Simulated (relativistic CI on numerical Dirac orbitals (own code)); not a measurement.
# Hyperfine structure of La LV, mass number 137

Method of calculation: Dirac-Coulomb-Breit CI, separate exchange-only KLI orbitals for each configuration, a model potential for QED, unscaled Slater integrals (own radial code, finite nucleus).

Configurations in the expansion (outside the closed core 1s2): 2s, 2p, 3s, 3p, 3d, 4s, 4p, 4d, 4f, 5s, 5p, 5d, 5f, 5g. Levels of other configurations are missing.

Nuclear spin I = 7/2, μ = 2.696 μN, Q = 0.21 b (tables of Stone and Pyykkö). The electronic factors are computed for point nuclear moments, without core polarisation or the Bohr-Weisskopf and QED corrections.

| Level | E (eV) | A (GHz) | B (GHz) |
| --- | --- | --- | --- |
| 2s ²S1/2 | 0.00 | 6285 |  |
| 2p ²P°1/2 | 129.54 | 2018 |  |
| 2p ²P°3/2 | 601.03 | 293.3 | 154 |
| 3s ²S1/2 | 6209.90 | 1864 |  |
| 3p ²P°1/2 | 6245.50 | 614.7 |  |
| 3p ²P°3/2 | 6385.69 | 89.62 | 47.8 |
| 3d ²D3/2 | 6396.47 | 51.79 | 9.3 |
| 3d ²D5/2 | 6438.64 | 21.18 | 12 |

Levels with J = 0, under 50 % of one LS term, or S terms without an open s electron are left out. Small factors come from cancelling terms and can be off by tens of per cent or more.

At this charge energies of transitions that change n are usually good to better than 1 %, and those within a shell (Δn = 0) to a few per cent.

(1) Give the hyperfine levels of 2s ²S1/2 relative to its centre of gravity.

Answers

(1) With K = F(F + 1) − I(I + 1) − J(J + 1), E = AK/2: F = 3: -14140, F = 4: 11000 GHz.
